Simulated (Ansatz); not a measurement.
Ca₄O₃. Charge 0, multiplicity 1. Geometry r2SCAN-D4/def2-SVP, basis def2-TZVP, Ansatz.

Cartesian coordinates in Å:
```
Ca 1.1920 1.0928 1.3908
Ca -0.7132 0.9706 -1.0890
Ca 1.2878 -1.4297 -0.9200
Ca -1.4215 -1.1033 1.1451
O -0.9152 0.9691 1.0727
O 1.4033 0.6899 -0.6947
O -0.8332 -1.1894 -0.9050
```

| run | HOMO (eV) | LUMO (eV) |
| --- | --- | --- |
| A | -2.93 | -1.10 |
| B | -3.57 | -0.55 |
| C | -2.51 | -1.39 |
| D | -2.60 | -1.54 |

The structure comes from a short search, and lower isomers may exist.

**Question.** The runs used CAM-B3LYP, PBE, PBE0, r2SCAN. Estimate which is which.

**Answer.** A PBE0 (25 % exact exchange); B CAM-B3LYP (range-separated); C r2SCAN (0 % exact exchange); D PBE (0 % exact exchange). Exact exchange lowers occupied and raises empty levels; among semilocal functionals meta-GGAs tend to open the gap a little, and such runs are hard to tell apart. The gap grows from 1.06 eV (PBE) to 3.03 eV (CAM-B3LYP). The restricted singlet is unstable towards broken spin symmetry in Hartree–Fock (as tested in another run); at PBE0-D4/def2-TZVP, CAM-B3LYP-D4/def2-TZVP, r2SCAN-D4/def2-TZVP, PBE-D4/def2-TZVP this wasn't settled.
